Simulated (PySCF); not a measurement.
## Calculated data, AlH3N

All values are calculated (PySCF 2.14.0). Calculation on a computer-drawn molecule: the log of a Hartree-Fock and frozen-core CCSD(T) single point meant for a local Hartree-Fock minimum, with one planted fault or none, to be diagnosed. Offsets are logged minus clean, where the clean run is the same molecule without the fault. The reference is restricted for singlets and unrestricted otherwise, and also for a bond in bohr or an excited solution. Adding or removing an electron swaps singlet and doublet. The excited solution moves the top pair (singlet) or top alpha electron (doublet) to the lowest empty orbital. Highest occupied and lowest empty are orbital energies over both spins, largest force is the largest gradient component, triples share is (T) over the correlation energy, the T1 limit is 0.02 restricted and 0.045 unrestricted, electrons count all cores, a negative frequency is imaginary (commonest isotopes), and the dipole is about the centre of nuclear charge.

Entry: AlH3N

Logged structure:
```xyz
5
AlH3N
N      1.4810    -0.5624     0.1020
Al     1.0531    -0.0744    -1.5444
H      1.6558     0.0589     0.8698
H      1.5852    -1.5127     0.4103
H      0.8229    -1.2507    -2.5940
```

| Property | Result |
| --- | --- |
| meant charge | 0 |
| meant multiplicity | 2 |
| meant basis | cc-pV(D+d)Z |
| logged electrons | 23 |
| logged basis functions | 52 |
| logged SCF converged | yes |
| logged spin squared | 3.7607 |
| logged highest occupied | -4.9859 eV |
| logged lowest empty | -0.4571 eV |
| logged largest force | 0.10292 hartree/bohr |
| logged T1 diagnostic | 0.012634 |
| logged D1 diagnostic | 0.041579 |
| logged triples share | 0.018527 |
| logged CC converged | yes |
| logged dipole magnitude | 6.7805 debye |
| logged SCF stable within its kind | yes |
| logged energy HF | -297.97592 hartree |
| logged energy CCSD(T) | -298.19307 hartree |
| possible faults | no fault, one electron removed, one electron added, multiplicity raised by two, geometry at a saddle point, SCF held on an excited solution, minimal basis STO-3G, one bond length entered in bohr, all coordinates scaled |
| planted fault | multiplicity raised by two |
| HF energy offset from clean run | 87.01 kcal/mol |
| CCSD(T) energy offset from clean run | 110.2 kcal/mol |

Drawn bonds:
```tsv
atom	other atom	order
1	2	1
1	3	1
1	4	1
2	5	1
```
